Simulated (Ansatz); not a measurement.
`FC(F)(F)[SiH2]Cl` + `[SiH3][CH]1[O][GeH2]1` → `FC(F)(F)[SiH3]` + `[SiH3][C@H]1[O][Ge@@H]1[Cl]`  (redistribution)

Program: Ansatz. Geometries: PBE0-D4/def2-TZVP. ΔE: electronic, gas phase. CCSD(T)/CBS adds triple-zeta CCSD(T) − MP2 to the extrapolated MP2 energy (def2 sets, frozen cores). Functionals use def2-TZVPP. B3LYP here is the variant with VWN-RPA as its local correlation; programs differ in this. For Ge outer-core shells are correlated without core-valence functions, which leaves a few kJ/mol of doubt a bond. Scalar relativity is left out up to krypton.

Task: Is it downhill or uphill in electronic energy at CCSD(T)/CBS, and by how much? (An estimate is asked.)

Result: The calculation gave: Uphill: ΔE = +5.4 kcal/mol.

Task: What do these levels give: r2SCAN-D4, B3LYP-D4, ωB97X-V, PBE, r2SCAN, PBE0, B3LYP, HF/def2-TZVPP, MP2/def2-TZVPP, CCSD(T)/def2-TZVPP, HF/def2-QZVPP, MP2/CBS(def2)? (Best estimate.)

Result: The calculation gave: r2SCAN-D4 5.0, B3LYP-D4 4.5, ωB97X-V 4.8, PBE 4.4, r2SCAN 5.0, PBE0 4.9, B3LYP 4.2, HF/def2-TZVPP 3.7, MP2/def2-TZVPP 4.9, CCSD(T)/def2-TZVPP 4.4, HF/def2-QZVPP 3.8, MP2/CBS(def2) 5.9 kcal/mol.

Largest T1 diagnostic among the species: 0.014.

In def2-TZVPP, CCSD(T) changes the Hartree–Fock value by +0.8 kcal/mol (the triples alone add −0.1 kcal/mol) and MP2 by +1.2 kcal/mol.
